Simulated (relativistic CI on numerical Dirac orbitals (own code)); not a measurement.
## Charge states of ytterbium

These numbers are calculated, not measured: Dirac-Coulomb-Breit CI, separate exchange-only KLI orbitals for each configuration, model QED (radiative potential, 1s self-energy scaled to tabulated hydrogen-like ionisation energies), valence Slater integrals scaled by 0.9 (own radial code, finite nucleus).

Each species is treated in one configuration, given outside its closed core. Radial values are for the open shell of highest l, unscaled and averaged over j; ζ includes the Breit term. Labels give the leading LS character, summed over repeated terms.

| Ion | Configuration | Its lowest level | LS weight (%) | F² (cm⁻¹) | F⁴ (cm⁻¹) | g_J | g√(J(J+1)) | ζ (cm⁻¹) |
| --- | --- | --- | --- | --- | --- | --- | --- | --- |
| Yb²⁴⁺ | 4d¹⁰ | ¹S0 | 100 |  |  |  | 0.00 |  |
| Yb²⁵⁺ | 4d⁹ | ²D5/2 | 100 |  |  | 1.197 | 3.54 | 38000 |
| Yb²⁶⁺ | 4d⁸ | ³F4 | 90 | 207600 | 140900 | 1.223 | 5.47 | 38850 |
| Yb²⁷⁺ | 4d⁷ | ⁴F9/2 | 67 | 209400 | 142300 | 1.248 | 6.21 | 39700 |
| Yb²⁸⁺ | 4d⁶ | J = 4 (mixed) | 44 | 211200 | 143600 | 1.304 | 5.83 | 40560 |
| Yb²⁹⁺ | 4d⁵ | J = 5/2 (mixed) | 30 | 213000 | 144900 | 1.455 | 4.31 | 41440 |
| Yb³⁰⁺ | 4d⁴ | ³P0 | 56 | 214800 | 146200 |  | 0.00 | 42320 |
| Yb³¹⁺ | 4d³ | ⁴F3/2 | 54 | 216600 | 147500 | 0.660 | 1.28 | 43220 |
| Yb³²⁺ | 4d² | ³F2 | 77 | 218400 | 148800 | 0.750 | 1.84 | 44120 |
| Yb³³⁺ | 4d | ²D3/2 | 100 |  |  | 0.796 | 1.54 | 45040 |
| Yb³⁴⁺ | 3d¹⁰4s²4p⁶ | ¹S0 | 100 |  |  |  | 0.00 |  |
| Yb³⁵⁺ | 3d¹⁰4s²4p⁵ | ²P°3/2 | 100 |  |  | 1.330 | 2.58 | 369900 |
| Yb³⁶⁺ | 3d¹⁰4s²4p⁴ | ³P2 | 70 | 229200 |  | 1.348 | 3.30 | 375700 |
| Yb³⁷⁺ | 3d¹⁰4s²4p³ | J = 3/2 (mixed) | 46 | 230500 |  | 1.375 | 2.66 | 381500 |
| Yb³⁸⁺ | 3d¹⁰4s²4p² | ³P0 | 71 | 231700 |  |  | 0.00 | 387300 |
| Yb³⁹⁺ | 3d¹⁰4s²4p | ²P°1/2 | 100 |  |  | 0.660 | 0.57 | 393200 |
| Yb⁴⁰⁺ | 3d¹⁰4s² | ¹S0 | 100 |  |  |  | 0.00 |  |
| Yb⁴¹⁺ | 3d¹⁰4s | ²S1/2 | 100 |  |  | 1.996 | 1.73 |  |
| Yb⁴²⁺ | 3d¹⁰ | ¹S0 | 100 |  |  |  | 0.00 |  |
| Yb⁴³⁺ | 3d⁹ | ²D5/2 | 100 |  |  | 1.191 | 3.52 | 163400 |
| Yb⁴⁴⁺ | 3d⁸ | ³F4 | 88 | 545400 | 351700 | 1.209 | 5.41 | 166700 |
| Yb⁴⁵⁺ | 3d⁷ | ⁴F9/2 | 60 | 550600 | 355300 | 1.223 | 6.09 | 170100 |
| Yb⁴⁶⁺ | 3d⁶ | J = 4 (mixed) | 40 | 555800 | 358800 | 1.248 | 5.58 | 173500 |
| Yb⁴⁷⁺ | 3d⁵ | J = 5/2 (mixed) | 26 | 561100 | 362400 | 1.301 | 3.85 | 177000 |
